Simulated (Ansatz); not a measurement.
```yaml
crystal:
  periodic: [false, false, false]
  atoms:
    - {symbol: C, position_ang: [0.549506, -1.678170, -2.255294]}
    - {symbol: N, position_ang: [0.397792, -1.068919, -0.954151]}
    - {symbol: C, position_ang: [0.883336, -1.896929, 0.117385]}
    - {symbol: C, position_ang: [-0.169803, 0.173324, -0.884039]}
    - {symbol: O, position_ang: [-0.529122, 0.735696, -1.904641]}
    - {symbol: C, position_ang: [-0.364377, 0.880822, 0.475061]}
    - {symbol: C, position_ang: [-1.319888, 0.100906, 1.384580]}
    - {symbol: C, position_ang: [0.977631, 1.169689, 1.156421]}
    - {symbol: C, position_ang: [-1.020761, 2.230735, 0.185419]}
    - {symbol: H, position_ang: [0.162752, -1.000761, -3.010938]}
    - {symbol: H, position_ang: [0.001363, -2.625714, -2.297711]}
    - {symbol: H, position_ang: [1.605894, -1.886889, -2.456463]}
    - {symbol: H, position_ang: [1.945821, -2.123340, -0.031360]}
    - {symbol: H, position_ang: [0.340778, -2.849682, 0.137117]}
    - {symbol: H, position_ang: [0.772801, -1.427159, 1.084728]}
    - {symbol: H, position_ang: [-0.940204, -0.865113, 1.714904]}
    - {symbol: H, position_ang: [-1.528684, 0.693800, 2.279119]}
    - {symbol: H, position_ang: [-2.270349, -0.073466, 0.874458]}
    - {symbol: H, position_ang: [0.804570, 1.780873, 2.046283]}
    - {symbol: H, position_ang: [1.627780, 1.737737, 0.486629]}
    - {symbol: H, position_ang: [1.523823, 0.281698, 1.472197]}
    - {symbol: H, position_ang: [-0.396822, 2.843020, -0.465367]}
    - {symbol: H, position_ang: [-1.983580, 2.105106, -0.309476]}
    - {symbol: H, position_ang: [-1.175458, 2.762533, 1.128041]}
basis:
  gaussian: {orbitals: def2-SVP, final_grid: {core_spheres: 1, valence_spheres: 1, degree: 5}}
hamiltonian: {xc: {name: wB97M-V}}
output: {forces: true}
```

```sh
$ ansatz run in.yaml --threads 5 --pin off --events-out ev --progress --plain --max-ram 66560MiB --backend cpu
```

Output, abridged:

```
Functional definition: wB97M-V
2066 factors; integrals over basis functions are off by at most 1.5e-3 eV
560 factors; integrals over basis functions are off by at most 6.8e-6 eV
mean field evaluation 1: about -11019.4413 eV, gradient 6.0e1 eV
mean field evaluation 2: about -11021.4885 eV, gradient 5.7e1 eV
mean field evaluation 4: about -11027.2684 eV, gradient 2.9e0 eV
mean field evaluation 8: about -10963.6148 eV, gradient 9.7e0 eV
mean field evaluation 16: about -10963.8382 eV, gradient 1.0e-3 eV
mean field -10963.83817707 eV, -402.9136214509 hartree, gradient 4.0e-5 eV, S^2 0.000000; 0 other end points of the search recorded, 0 dependent functions left out
reference -10963.83830742 eV, -402.9136262412 hartree; 36, 36 occupied and 165, 165 virtual orbitals, 2066 factors
Total energy: -10963.83830742 eV, -402.9136262412 hartree
Atom 0 at     0.549506    -1.678170    -2.255294 Å, force     0.268894     0.470321     4.861400 eV/Å
Atom 1 at     0.397792    -1.068919    -0.954151 Å, force    -1.910429     3.867628    -0.784846 eV/Å
Atom 2 at     0.883336    -1.896929     0.117385 Å, force    -1.431551     2.492345    -3.023341 eV/Å
Atom 3 at    -0.169803     0.173324    -0.884039 Å, force    -0.096477    -0.700343    -4.341710 eV/Å
Atom 4 at    -0.529122     0.735696    -1.904641 Å, force     4.282582    -6.633973    12.412049 eV/Å
Atom 5 at    -0.364377     0.880822     0.475061 Å, force    -0.514334     0.928936    -0.915753 eV/Å
Atom 6 at    -1.319888     0.100906     1.384580 Å, force     1.868344     2.682268    -3.313562 eV/Å
Atom 7 at     0.977631     1.169689     1.156421 Å, force    -3.754963     0.069755    -2.770248 eV/Å
Atom 8 at    -1.020761     2.230735     0.185419 Å, force     1.831536    -3.897724     0.122052 eV/Å
Atom 9 at     0.162752    -1.000761    -3.010938 Å, force     0.412372    -0.673869     1.051124 eV/Å
Atom 10 at     0.001363    -2.625714    -2.297711 Å, force     1.507465     2.727513     0.108025 eV/Å
Atom 11 at     1.605894    -1.886889    -2.456463 Å, force    -3.003041     0.653751     0.559393 eV/Å
Atom 12 at     1.945821    -2.123340    -0.031360 Å, force    -2.165193     0.648228     0.648100 eV/Å
Atom 13 at     0.340778    -2.849682     0.137117 Å, force     1.033405     2.112355     0.307793 eV/Å
Atom 14 at     0.772801    -1.427159     1.084728 Å, force     0.295909    -1.628116    -4.143494 eV/Å
Atom 15 at    -0.940204    -0.865113     1.714904 Å, force    -0.872917     2.723131    -0.586896 eV/Å
Atom 16 at    -1.528684     0.693800     2.279119 Å, force     0.683728    -1.568092    -2.180823 eV/Å
Atom 17 at    -2.270349    -0.073466     0.874458 Å, force     2.866186     0.464466     1.413888 eV/Å
Atom 18 at     0.804570     1.780873     2.046283 Å, force     0.405554    -1.696948    -2.138354 eV/Å
Atom 19 at     1.627780     1.737737     0.486629 Å, force    -1.944309    -1.761096     1.898201 eV/Å
Atom 20 at     1.523823     0.281698     1.472197 Å, force    -1.584230     2.373552    -0.504849 eV/Å
Atom 21 at    -0.396822     2.843020    -0.465367 Å, force    -2.150064    -2.396460     2.126442 eV/Å
Atom 22 at    -1.983580     2.105106    -0.309476 Å, force     3.509368     0.242465     1.571465 eV/Å
Atom 23 at    -1.175458     2.762533     1.128041 Å, force     0.462166    -1.500096    -2.376055 eV/Å
Dipole moment:     0.266753    -0.479025     0.469654 e Å
```

Q: What is wrong with this run?

A: The integration grid is far too coarse. Self-consistency was reached. The result belongs to that input, not to the molecule as meant.
